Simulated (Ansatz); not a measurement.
A nudged elastic band was laid between two geometries of GaH₅O₂S (9 atoms, charge 0, multiplicity 1).

Theory: RKS B3LYP-D4/def2-SVP (Ansatz).

```json
{
 "movable images": "5",
 "climbing image": "yes",
 "spring": "5.0 eV/Å²",
 "optimiser": "quadratic models (default)",
 "start path": "through a guess of the saddle point",
 "force threshold": "0.05 eV/Å",
 "iteration limit": "60",
 "end points": "relaxed"
}
```

Image 0:

```xyz
9
Properties=species:S:1:pos:R:3
Ga -0.130 -0.356 0.363
H -0.481 -1.056 1.710
O 1.598 0.007 -0.064
H 1.735 0.022 -1.021
O -1.154 -0.310 -1.117
H -2.077 -0.561 -0.987
S -0.178 2.307 1.241
H 1.031 2.058 0.668
H 0.277 1.982 2.474
```

Image 6:

```xyz
9
Properties=species:S:1:pos:R:3
Ga -0.064 0.737 -0.256
H -0.093 -0.544 2.704
O 1.553 0.003 -0.473
H 1.569 -0.855 -0.914
O -1.585 -0.019 -0.812
H -1.499 -0.895 -1.209
S -0.195 2.709 0.707
H 1.144 2.755 0.903
H -0.211 0.203 2.617
```

Task: What changes between the two ends?

Result: Bonds broken: Ga1–H2, S7–H9. Bonds formed: Ga1–S7, H2–H9. GaH5O2S becomes GaH3O2S + H2.

Task: What energy profile does the band end with?

Result: The forces met the threshold. The highest image is number 3 of 0 to 6, 1.14 eV above the first end and 1.30 eV above the last; the last end lies 0.17 eV below the first. A structure lower than the last end lies on the path between it and the top, so the climb from that side starts below the end, which may itself be a saddle point or a shallow side well. Neighbouring images differ by up to 1.3 eV, so the band resolves the path poorly. A vibrational analysis at the climbing image gives one clearly imaginary mode, 1213i cm⁻¹, and a faint second one (24i cm⁻¹) that may be numerical noise or a soft torsion: probably a first-order saddle point. The orbitals stay closed-shell, which can raise the energy where a bond breaks towards radicals; this wasn't checked here.

| image | path coordinate (Å) | energy (eV) | Ga1–H2 (Å) | S7–H9 (Å) | Ga1–S7 (Å) |
| --- | --- | --- | --- | --- | --- |
| 0 | 0.00 | 0.00 | 1.56 | 1.35 | 2.80 |
| 1 | 0.77 | 0.05 | 1.56 | 1.35 | 2.80 |
| 2 | 1.55 | 0.29 | 1.57 | 1.36 | 2.78 |
| 3 | 2.32 | 1.14 | 1.75 | 1.67 | 2.46 |
| 4 | 3.47 | -0.17 | 2.63 | 2.74 | 2.22 |
| 5 | 4.62 | -0.18 | 3.58 | 3.26 | 2.21 |
| 6 | 5.77 | -0.17 | 3.23 | 3.15 | 2.20 |

Task: What is the geometry of the highest image?

Result: 
```xyz
9
Properties=species:S:1:pos:R:3
Ga 0.032 0.110 0.142
H -0.196 -0.276 1.838
O 1.772 -0.019 -0.255
H 1.935 -0.493 -1.082
O -1.223 -0.500 -0.979
H -2.138 -0.323 -0.730
S -0.316 2.318 1.162
H 1.027 2.460 1.277
H -0.273 0.817 1.894
```

The band took 23 iterations and about 16 core-minutes.

Time of the run: 8.3 min on 2 threads of Arm Neoverse N1 (shared host), peak memory 0.27 GiB.
